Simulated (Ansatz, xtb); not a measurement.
# Two isomers of BF2H3SSi

We compare X, `BS[SiH](F)F`, a singlet, with Y, `FB(F)S[SiH3]`, a singlet. Both are isolated molecules in the gas phase, relaxed with B3LYP-D3(BJ)/def2-SVP; the shapes shown needn't be the lowest conformers.

X (Å):

```xyz
8

B     0.5846   -1.6953    2.3976
F    -0.3446   -2.5050   -0.9634
F    -2.6954   -1.5323   -0.4627
S    -0.5365   -0.6331    1.4887
Si   -1.3746   -2.1505    0.2255
H     0.6217   -2.8817    2.2001
H     1.2878   -1.1643    3.2120
H    -1.7151   -3.3897    0.9426
```

Y (Å):

```tsv
atom	x (Å)	y (Å)	z (Å)
B	-2.3810	2.1511	1.0303
F	-1.4222	3.0646	0.9399
F	-3.5068	2.4997	1.6228
S	-2.1816	0.4760	0.3732
Si	-0.1573	0.6474	-0.4210
H	0.8068	0.9559	0.6672
H	0.1297	-0.6901	-1.0016
H	-0.0963	1.6926	-1.4757
```

Quicker runs give these differences E(Y) − E(X): GFN2-xTB +0.458 eV; HF/STO-3G −2.393 eV (at GFN2-xTB geometries); r2SCAN-D4/def2-SVP −0.531 eV (at GFN2-xTB geometries).

Which of the two would you expect CCSD(T)/def2-SVP + ΔMP2/def2-TZVPP electronic energies to favour?

Not settled: CCSD(T)/def2-SVP + ΔMP2/def2-TZVPP gives E(Y) − E(X) = +0.126 eV, but this leans on the basis-set step: CCSD(T) alone gives −0.436 eV.

Level by level:

```tsv
level	geometry	E(Y) − E(X) (eV)	departure from the last row (eV)	job, with rough time for the two
GFN2-xTB	GFN2-xTB	+0.458	+0.332	optimisation, 0.2 s
HF/STO-3G	GFN2-xTB	−2.393	−2.519	single point, 0.2 s
r2SCAN-D4/def2-SVP	GFN2-xTB	−0.531	−0.657	single point, 1.2 s
B3LYP-D3(BJ)/def2-SVP	B3LYP-D3(BJ)/def2-SVP	−0.515	−0.640	optimisation, 17 s
HF/def2-SVP	B3LYP-D3(BJ)/def2-SVP	−0.420	−0.546	part of the CCSD(T) run
MP2/def2-SVP	B3LYP-D3(BJ)/def2-SVP	−0.395	−0.520	part of the CCSD(T) run
CCSD(T)/def2-SVP	B3LYP-D3(BJ)/def2-SVP	−0.436	−0.561	single point
CCSD(T)/def2-SVP + ΔMP2/def2-TZVPP	B3LYP-D3(BJ)/def2-SVP	+0.126		single point, 7 s
```

As drawn, Y has 2 B–F, 2 Si–H in place of 2 F–Si, 2 B–H.

HF/STO-3G, r2SCAN-D4/def2-SVP, B3LYP-D3(BJ)/def2-SVP, HF/def2-SVP, MP2/def2-SVP, CCSD(T)/def2-SVP put the two in the other order. The largest departure from CCSD(T)/def2-SVP + ΔMP2/def2-TZVPP is that of HF/STO-3G, 2.519 eV. The last row adds to CCSD(T) the change of the MP2 difference between the two basis sets, here +0.561 eV, a large step that makes the value less sure.

With harmonic frequencies from B3LYP-D3(BJ)/def2-SVP (ideal gas, rigid rotor, one conformer each, 298.15 K, 1 atm): on the last row, ΔE + ΔZPE = +0.095 eV. A mode under 50 cm⁻¹ makes harmonic enthalpies and free energies unreliable, so none is given.

The correlated steps freeze 13 core orbitals. Programs: Ansatz 0.2.0, xtb 6.7.1; the last row on 2 threads of AMD EPYC 9R45 96-Core Processor (Zen 5) on a shared host.
